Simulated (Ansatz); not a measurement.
Caution, from a PySCF single point (B3LYP-D3(BJ)/def2-TZVPD) at this geometry: the highest occupied level lies above zero, so the state may not be bound. This triplet lies 0.07 eV above the relaxed singlet at the level frozen-core CCSD(T)/aug-cc-pVTZ // B3LYP-D3(BJ)/def2-TZVPD (Ansatz, an electronic-structure program); other levels give the other order.

Species: H$_{3}$BClSi, SMILES `[SiH3][B-]Cl` (triplet; the order of the spin states depends on the level) (charge -1, multiplicity 3).

**Question.** Give a relaxed geometry from Ansatz with B3LYP-D3(BJ)/def2-TZVPD.

**Answer.** the end point of this relaxation (outside a Z-matrix the atoms follow the SMILES, hydrogens last).
Z-matrix (Å, degrees):
```
Si
H 1 1.5006
H 1 1.5194 2 103.12
H 1 1.5194 2 103.12 3 104.03
B 1 1.9382 2 111.05 4 127.99
Cl 5 1.8274 1 129.03 2 179.99
```
